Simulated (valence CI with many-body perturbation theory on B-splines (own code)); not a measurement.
# Questions on Sm LVII

Computed by configuration interaction combined with many-body perturbation theory (CI+MBPT): four valence electrons over a frozen Dirac-Fock core [He], a basis of 11 s, 11 p, 9 d, 7 f, 5 g, 2 h, 1 i functions for each j, with the one-electron correlation potential Σ1, the two-electron term Σ2, the three-electron term Σ3, Breit, model QED; selected CI, second order for the rest (own B-spline code, finite nucleus).

No measured spectrum was set against this ion. As an estimate, large intervals hold to a few tenths of a per cent, small ones and those within an open d or f shell to about a per cent. Among the levels kept, up to 250 cm⁻¹ of a level comes from second order outside the variational space, and about a tenth of that is noise between levels of different J, which matters for small intervals.

Levels are named by their leading jj configuration (3d3/2^4 stands for four electrons in 3d with j = 3/2), which in mixed levels can hold well under half, so a name can repeat and another be missing.

Rates and lifetimes use the calculated energies. Strong lines usually hold to 10 to 20 %, long lifetimes can be off by a factor of two.

**Question.** What is the ground level?

**Answer.** (2s^2 2p1/2^2) J=0, composition 69 % 2s2 2p2 3P + 30 % 2s2 2p2 1S.

**Question.** Where does the other parity begin?

**Answer.** At (2s 2p1/2^2 2p3/2) J=2, 853.9 eV.

**Question.** What are the static dipole polarisabilities of the lowest levels?

**Answer.** (2s^2 2p1/2^2) J=0 0.000209 bohr³, of which the core gives 4.97e-07.

**Question.** How well does LS coupling describe the low levels?

**Answer.** Among the lowest 20 levels the leading LS term, summed over configurations, holds 67 % on average. For single configurations the figures are 67 % in LS and 99 % in jj coupling. Terms mix most in the J = 1 level at 924.9 eV, where the leading one holds 33 %.

**Question.** Among levels below 8182.2 eV, which E1 lines absorb most strongly from the ground level?

**Answer.** to (2s^2 2p1/2 3d3/2) J=1 at 0.1710 nm, f = 1.03; to (2s 2p1/2^2 3p1/2) J=1 at 0.1726 nm, f = 0.433; to (2s 2p1/2^2 3p3/2) J=1 at 0.1679 nm, f = 0.345.
